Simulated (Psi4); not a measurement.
iodine (I₂), singlet, at a GFN2-xTB geometry (core potentials on I); WB97X/def2-SVPD in Psi4.

The Psi4 input:
```
memory 2 GB

molecule {
0 1
  I    -0.00000000   -0.00000000   -1.33192124
  I     0.00000000    0.00000000    1.33192124
}

set basis def2-svpd
set scf_type pk
set puream true
set d_convergence 1e-8
set dft_radial_points 99
set dft_spherical_points 590

energy('wb97x')
print_variables()
```

Output, abridged:

```
   => Loading Basis Set <=

    Name: DEF2-SVPD
    Role: ORBITAL
    Keyword: BASIS

    !!!  WARNING: ECP capability is in beta. Please check occupations closely.  !!!

         ---------------------------------------------------------
                                   SCF
               by Justin Turney, Rob Parrish, Andy Simmonett
                          and Daniel G. A. Smith
                              RKS Reference
         ---------------------------------------------------------

  ==> Geometry <==

    Molecular point group: d2h
    Full point group: D_inf_h

    Geometry (in Angstrom), charge = 0, multiplicity = 1:

       Center              X                  Y                   Z               Mass
    ------------   -----------------  -----------------  -----------------  -----------------
         I            0.000000000000     0.000000000000    -1.331921240000   126.904471900000
         I            0.000000000000     0.000000000000     1.331921240000   126.904471900000

  Running in d2h symmetry.

  Rotational constants: A = ************  B =      0.03744  C =      0.03744 [cm^-1]
  Rotational constants: A = ************  B =   1122.41429  C =   1122.41429 [MHz]
  Nuclear repulsion =  124.157400128535386

  Charge       = 0
  Multiplicity = 1
  Electrons    = 50
  Nalpha       = 25
  Nbeta        = 25

  ==> Algorithm <==

  SCF Algorithm Type is PK.
  DIIS enabled.
  MOM disabled.
  Fractional occupation disabled.
  Guess Type is SAD.
  Energy threshold   = 1.00e-06
  Density threshold  = 1.00e-08
  Integral threshold = 1.00e-12

  ==> Primary Basis <==

  Basis Set: DEF2-SVPD
    Blend: DEF2-SVPD
    Number of shells: 26
    Number of basis functions: 70
    Number of Cartesian functions: 76
    Spherical Harmonics?: true
    Max angular momentum: 2

  Core potential: DEF2-SVPD
    Number of shells: 8
    Number of ECP primitives: 58
    Number of ECP core electrons: 56
    Max angular momentum: 3

  ==> DFT Potential <==

   => LibXC <=

    Version 7.1.2
    S. Lehtola, C. Steigemann, M. J. T. Oliveira, and M. A. L. Marques,  SoftwareX 7, 1–5 (2018) (10.1016/j.softx.2017.11.002)

   => Composite Functional: WB97X <=

    wB97X Hyb-GGA Exchange-Correlation Functional

    J.-D. Chai and M. Head-Gordon,  J. Chem. Phys. 128, 084106 (2008) (10.1063/1.2834918)

    Deriv               =              1
    GGA                 =           TRUE
    Meta                =          FALSE

    Exchange Hybrid     =           TRUE
    MP2 Hybrid          =          FALSE

   => Exchange-Correlation Functionals <=

    1.0000   wB97X range-separated functional

   => Exact (HF) Exchange <=

    0.8423            HF,LR [omega = 0.3000]
    0.1577               HF

   => LibXC Density Thresholds  <==

    XC_HYB_GGA_XC_WB97X:  1.00E-14

   => Molecular Quadrature <=

    Radial Scheme          =       TREUTLER
    Pruning Scheme         =           NONE
    Nuclear Scheme         =       TREUTLER

    Blocking Scheme        =         OCTREE
    BS radius alpha        =              1
    Pruning alpha          =              1
    Radial Points          =             99
    Spherical Points       =            590
    Total Points           =         110930
    Total Blocks           =            994
    Max Points             =            254
    Max Functions          =             70
    Weights Tolerance      =       1.00E-15

  ==> Integral Setup <==

  Using in-core PK algorithm.
   Calculation information:
      Number of atoms:                   2
      Number of AO shells:              26
      Number of primitives:             52
      Number of atomic orbitals:        76
      Number of basis functions:        70

      Integral cutoff                 1.00e-12
      Number of threads:                 1

  Performing in-core PK
  Using 9266565 doubles for integral storage.
  We computed 60685 shell quartets total.
  Whereas there are 61776 unique shell quartets.

[...]

    J tasked:                  Yes
    K tasked:                  Yes
    wK tasked:                 Yes
    Omega:               3.000E-01
    Schwarz Cutoff:          1E-12

  Minimum eigenvalue in the overlap matrix is 8.0697320016E-03.
  Reciprocal condition number of the overlap matrix is 1.8966779507E-03.
    Using symmetric orthogonalization.

  ==> Pre-Iterations <==

  SCF Guess: Superposition of Atomic Densities via on-the-fly atomic UHF (no occupation information).

   -------------------------
    Irrep   Nso     Nmo
   -------------------------
     Ag        16      16
     B1g        3       3
     B2g        8       8
     B3g        8       8
     Au         3       3
     B1u       16      16
     B2u        8       8
     B3u        8       8
   -------------------------
    Total      70      70
   -------------------------

  ==> Iterations <==

                        Total Energy        Delta E     RMS |[F,P]|

   @RKS iter SAD:  -590.54295990988237   -5.90543e+02   0.00000e+00
   @RKS iter   1:  -595.04194148672218   -4.49898e+00   3.15363e-02 ADIIS/DIIS
   @RKS iter   2:  -595.41417588765876   -3.72234e-01   1.78644e-02 ADIIS/DIIS
   @RKS iter   3:  -595.50419627261078   -9.00204e-02   1.70217e-03 ADIIS/DIIS
   @RKS iter   4:  -595.50571437531903   -1.51810e-03   4.57789e-04 ADIIS/DIIS
   @RKS iter   5:  -595.50582591255522   -1.11537e-04   6.07803e-05 DIIS
   @RKS iter   6:  -595.50583097406980   -5.06151e-06   1.10024e-05 DIIS
   @RKS iter   7:  -595.50583118647046   -2.12401e-07   1.11730e-06 DIIS
   @RKS iter   8:  -595.50583118793418   -1.46372e-09   1.78505e-07 DIIS
   @RKS iter   9:  -595.50583118797033   -3.61524e-11   2.08716e-08 DIIS
   @RKS iter  10:  -595.50583118797078   -4.54747e-13   2.15182e-09 DIIS
  Energy and wave function converged.

  ==> Post-Iterations <==

   Electrons on quadrature grid:
      Ntotal   =   49.9999992368 ; deviation = -7.632e-07

    Orbital Energies [Eh]
    ---------------------

    Doubly Occupied:

[...]
       3B2g   -0.351380

    Virtual:

[...]
    Final Occupation by Irrep:
             Ag   B1g   B2g   B3g    Au   B1u   B2u   B3u
    DOCC [     6,    1,    3,    3,    1,    5,    3,    3 ]
    NA   [     6,    1,    3,    3,    1,    5,    3,    3 ]
    NB   [     6,    1,    3,    3,    1,    5,    3,    3 ]

  @RKS Final Energy:  -595.50583118797078

   => Energetics <=

    Nuclear Repulsion Energy =            124.1574001285353859
    One-Electron Energy =               -1282.7456306050114563
    Two-Electron Energy =                 594.2588354045278720
    DFT Exchange-Correlation Energy =     -31.1764361160224972
    Empirical Dispersion Energy =           0.0000000000000000
    VV10 Nonlocal Energy =                  0.0000000000000000
    Total Energy =                       -595.5058311879707844

Computation Completed

Properties will be evaluated at   0.000000,   0.000000,   0.000000 [a0]

Properties computed using the SCF density matrix

 Multipole Moments:

 ------------------------------------------------------------------------------------
     Multipole            Electronic (a.u.)      Nuclear  (a.u.)        Total (a.u.)
 ------------------------------------------------------------------------------------

 L = 1.  Multiply by 2.5417464519 to convert [e a0] to [Debye]
 Dipole X            :          0.0000000            0.0000000            0.0000000
 Dipole Y            :          0.0000000            0.0000000            0.0000000
 Dipole Z            :          0.0000000            0.0000000            0.0000000
 Magnitude           :                                                    0.0000000

 ------------------------------------------------------------------------------------

  Variable Map:
  ----------------------------------------------------------------------------
[...]
  Array Variable Map:
  ----------------------------------------------------------------------------
[...]
[...]
```
